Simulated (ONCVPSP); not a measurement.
Pseudopotential generation for arsenic: ONCV, PBEsol, scalar-relativistic.

| Quantity | Value |
| --- | --- |
| Element | arsenic |
| Generator | ONCVPSP 4.0.1 |
| Type | optimised norm-conserving Vanderbilt (ONCV) |
| Functional | PBEsol |
| Relativity | scalar-relativistic |
| Frozen core | [Ar] |
| Valence charge | 15 |
| Reference configuration | 3d10 4s2 4p3 |
| Partial waves | 4s: rc 1.45 bohr, ncon 3, nbas 6, qcut 4.8 1/bohr, 1 projector; 4p: rc 1.85 bohr, ncon 3, nbas 8, qcut 3.6 1/bohr, 2 projectors, debl 3 Ha; 3d: rc 1.10 bohr, ncon 4, nbas 9, qcut 13.1 1/bohr, 2 projectors, debl 2.5 Ha |
| Local potential | polynomial inside 0.85 bohr (lpopt 5, dvloc0 -1 Ha) |
| Core correction | Teter function, fcfact 1.75, rcfact 1.2 |

All-electron outer shells of the reference configuration (PBEsol, scalar-relativistic, ld1.x):

```csv
shell,level (eV),outermost node (bohr),outermost maximum (bohr)
3s,-189.91,0.25,0.52
3p,-133.47,0.22,0.52
3d,-40.64,–,0.47
4s,-14.50,0.73,1.61
4p,-5.20,0.78,1.97
```

Task: Estimate the cutoffs (Ha) at which the residual kinetic energy of the hardest occupied pseudo-wave falls to 1 and 0.1 mHa per electron.

Result: 77 Ha and 87 Ha.

Task: Does the potential have ghost states?

Result: Ghosts flagged at negative energy: s at -208.5 eV; GHOST(+) flagged for p at 110.0 eV. A true bound ghost makes a file unfit for plane-wave use.

Task: Which valence shell sets the plane-wave cutoff?

Result: 3d: 77 Ha for 1 mHa per electron, against 10 Ha for 4s.

Task: Tests: 3d10 4s2 4p2; 3d10 4s2 4p1; 3d10 4s2 4p0; 3d10 4s0 4p5. Which has the largest error in its energy relative to the reference configuration, and how large is it?

Result: 3d10 4s2 4p0, with -19 meV (all-electron minus pseudo) on +54.82 eV.
